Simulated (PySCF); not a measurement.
Dissociation curve of H3B, SMILES B, singlet. The B1–H4 bond (B1 also carries H, H; H4 carries nothing else) is stretched with both fragments frozen at the PBE0/def2-TZVP optimised geometry.

Methods: RKS-PBE = PySCF with restricted PBE/cc-pVTZ; UKS-PBE = PySCF with unrestricted PBE/cc-pVTZ; RKS-PBE0 = restricted PBE0/cc-pVTZ (PySCF); UCCSD(T) = CCSD(T) on UHF/cc-pVTZ, 1 core orbital frozen run with PySCF.

Energies relative to the lowest point of each curve near equilibrium, in kcal/mol; the last columns give the difference from UCCSD(T):

```csv
R / Å,RKS-PBE,UKS-PBE,RKS-PBE0,UCCSD(T),RKS-PBE − UCCSD(T),UKS-PBE − UCCSD(T),RKS-PBE0 − UCCSD(T)
0.94,28.2,28.2,27.7,27.6,0.7,0.7,0.2
1.02,11.5,11.5,11.1,11.0,0.6,0.6,0.1
1.08,4.5,4.5,4.2,4.1,0.4,0.4,0.1
1.12,1.8,1.8,1.6,1.6,0.3,0.3,0.1
1.15,0.7,0.7,0.5,0.5,0.2,0.2,0.0
1.19,0.0,0.0,0.0,0.0,0.0,0.0,0.0
1.23,0.2,0.2,0.4,0.4,-0.2,-0.2,0.0
1.27,1.2,1.2,1.5,1.5,-0.3,-0.3,-0.1
1.33,3.7,3.7,4.2,4.3,-0.6,-0.6,-0.1
1.37,5.9,5.9,6.6,6.7,-0.8,-0.8,-0.1
1.49,14.3,14.3,15.5,15.6,-1.3,-1.3,-0.1
1.60,23.4,23.4,25.2,25.1,-1.7,-1.7,0.1
1.79,39.9,39.9,42.7,42.1,-2.2,-2.2,0.6
1.99,56.6,56.6,60.6,59.0,-2.4,-2.4,1.6
2.15,68.8,68.8,73.8,70.9,-2.2,-2.2,2.9
2.37,83.5,83.5,89.9,84.5,-1.1,-1.1,5.4
2.62,97.3,95.1,105.4,96.2,1.1,-1.0,9.2
2.92,110.3,102.0,120.3,104.8,5.5,-2.8,15.4
3.25,120.8,105.3,132.8,108.7,12.1,-3.3,24.1
3.56,127.9,106.6,141.6,109.8,18.1,-3.2,31.8
4.17,136.5,107.3,153.0,110.3,26.2,-3.0,42.7
```

RKS-PBE is furthest from UCCSD(T) at 4.17 (26.2 kcal/mol, above); its mean absolute difference over the points is 3.7 kcal/mol.

UKS-PBE is furthest from UCCSD(T) at 3.25 (-3.3 kcal/mol, below); its mean absolute difference over the points is 1.3 kcal/mol.

RKS-PBE0 is furthest from UCCSD(T) at 4.17 (42.7 kcal/mol, above); its mean absolute difference over the points is 6.4 kcal/mol.

At the longest distance RKS-PBE, RKS-PBE0 leaves fractional charges on the fragments, a sign of delocalisation error or of the restricted form. The restricted form behind RKS-PBE, RKS-PBE0 keeps the bonding electrons paired and can't separate into open-shell fragments. The unrestricted determinant behind UKS-PBE is spin-contaminated at 2.62 to 4.17 Å (<S²> up to 1.0, against 0.00 for a pure singlet). The unrestricted determinant behind UCCSD(T) is spin-contaminated at 1.99 to 4.17 Å (<S²> up to 1.0, against 0.00 for a pure singlet).
